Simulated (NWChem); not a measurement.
The numbers come from NWChem runs, not from measurements. System: H₃Ga, charge 0, spin multiplicity 1, displaced from the optimised geometry. The structure started from a generated list of species. Level: LDA (SVWN5)/def2-SVP.

NWChem printed:

```
             Northwest Computational Chemistry Package (NWChem) 7.3.0
             --------------------------------------------------------

                                NWChem Input Module
                                -------------------

 Scaling coordinates for geometry "geometry" by  1.889725989
 (inverse scale =  0.529177249)

 Turning off AUTOSYM since
 SYMMETRY directive was detected!

                             Geometry "geometry" -> ""
                             -------------------------

 Output coordinates in angstroms (scale by  1.889725989 to convert to a.u.)

  No.       Tag          Charge          X              Y              Z
 ---- ---------------- ---------- -------------- -------------- --------------
    1 Ga                  31.0000     0.00000000     0.00000000     0.00000100
    2 H                    1.0000     0.00000000     0.00000000     1.60500100
    3 H                    1.0000     1.38995400     0.00000000    -0.80250900
    4 H                    1.0000    -1.38995400     0.00000000    -0.80250900

 Effective nuclear repulsion energy (a.u.)      31.2337971281

            Nuclear Dipole moment (a.u.)
            ----------------------------
        X                 Y               Z
 ---------------- ---------------- ----------------
     0.0000000000     0.0000000000     0.0000264562

      Symmetry information
      --------------------

 Group name             C2v
 Group number             16
 Group order               4
 No. of unique centers     3

      Symmetry unique atoms

     1    2    3


 Summary of "ao basis" -> "" (spherical)
 ------------------------------------------------------------------------------
       Tag                 Description            Shells   Functions and Types
 ---------------- ------------------------------  ------  ---------------------
 *                          def2-svp                  on all atoms

                                 NWChem DFT Module
                                 -----------------

 Summary of "ao basis" -> "ao basis" (spherical)
 ------------------------------------------------------------------------------
       Tag                 Description            Shells   Functions and Types
 ---------------- ------------------------------  ------  ---------------------
 Ga                         def2-svp                12       32   5s4p3d
 H                          def2-svp                 3        5   2s1p
[...]
     ---------------------------------

     L   x y z        total         alpha         beta         nuclear
     -   - - -        -----         -----         ----         -------
     0   0 0 0     -0.000000    -17.000000    -17.000000     34.000000

     1   1 0 0     -0.000000     -0.000000     -0.000000      0.000000
     1   0 1 0      0.000000      0.000000      0.000000      0.000000
     1   0 0 1      0.000029      0.000001      0.000001      0.000026

     2   2 0 0    -15.663800    -14.731097    -14.731097     13.798393
     2   1 1 0      0.000000      0.000000      0.000000      0.000000
     2   1 0 1     -0.000000     -0.000000     -0.000000      0.000000
     2   0 2 0    -12.233502     -6.116751     -6.116751      0.000000
     2   0 1 1      0.000000      0.000000      0.000000      0.000000
     2   0 0 2    -15.663679    -14.731260    -14.731260     13.798841

            General Information
            -------------------
          SCF calculation type: DFT
          Wavefunction type:  closed shell.
          No. of atoms     :     4
          No. of electrons :    34
           Alpha electrons :    17
            Beta electrons :    17
          Charge           :     0
          Spin multiplicity:     1
          Use of symmetry is: on ; symmetry adaption is: on
          Maximum number of iterations: 100
          AO basis - number of functions:    47
                     number of shells:    21
          Convergence on energy requested:  1.00D-06
          Convergence on density requested:  1.00D-05
          Convergence on gradient requested:  5.00D-04

              XC Information
              --------------
                        Slater Exchange Functional  1.000 local
                      VWN V Correlation Functional  1.000 local

             Grid Information
             ----------------
          Grid used for XC integration:  xcoarse
          Radial quadrature: Mura-Knowles
          Angular quadrature: Lebedev.
          Tag              B.-S. Rad. Rad. Pts. Rad. Cut. Ang. Pts.
          ---              ---------- --------- --------- ---------
          Ga                  1.30       75           7.0       194
          H                   0.35       21           8.0       194
          Grid pruning is: on
          Number of quadrature shells:   117
          Spatial weights used:  Erf1

          Convergence Information
          -----------------------
          Convergence aids based upon iterative change in
          total energy or number of iterations.
          Levelshifting, if invoked, occurs when the
          HOMO/LUMO gap drops below (HL_TOL):  1.00D-02
          DIIS, if invoked, will attempt to extrapolate
          using up to (NFOCK): 10 stored Fock matrices.

                    Damping( 0%)  Levelshifting(0.5)       DIIS
                  --------------- ------------------- ---------------
          dE  on:    start            ASAP                start
          dE off:    2 iters        100 iters           100 iters

      Screening Tolerance Information
      -------------------------------
          Density screening/tol_rho:  1.00D-10
          AO Gaussian exp screening on grid/accAOfunc:  14
          CD Gaussian exp screening on grid/accCDfunc:  20
          XC Gaussian exp screening on grid/accXCfunc:  20
          Schwarz screening/accCoul:  1.00D-08

                            NWChem DFT Gradient Module
                            --------------------------

  charge          =   0.00
  wavefunction    = closed shell

  Using symmetry

                         DFT ENERGY GRADIENTS

    atom               coordinates                        gradient
                 x          y          z           x          y          z
   1 Ga      0.000000   0.000000   0.000002    0.000000   0.000000  -0.000188
   2 H       0.000000   0.000000   3.033012    0.000000   0.000000   0.001413
   3 H       2.626632   0.000000  -1.516522    0.000985   0.000000  -0.000613
   4 H      -2.626632   0.000000  -1.516522   -0.000985   0.000000  -0.000613

                 ----------------------------------------
                 |  Time  |  1-e(secs)   |  2-e(secs)   |
                 ----------------------------------------
                 |  CPU   |       0.00   |       0.28   |
                 ----------------------------------------
                 |  WALL  |       0.00   |       0.28   |
                 ----------------------------------------

 Task  times  cpu:        0.8s     wall:        0.8s

 Total times  cpu:        0.8s     wall:        0.8s
```

### Question
Write an NWChem input that would produce this output.

### Answer
One answer among several that fit: 
```
start mol
memory heap 200 mb stack 900 mb global 1100 mb
geometry units angstroms nocenter noautoz
  Ga     0.000000     0.000000     0.000001
  H      0.000000     0.000000     1.605001
  H      1.389954     0.000000    -0.802509
  H     -1.389954     0.000000    -0.802509
  symmetry group C2v
end
basis spherical
  * library def2-svp
end
dft
  xc slater vwn_5
  semidirect memsize 60000000 filesize 0
  iterations 100
  grid xcoarse
end
task dft gradient
```
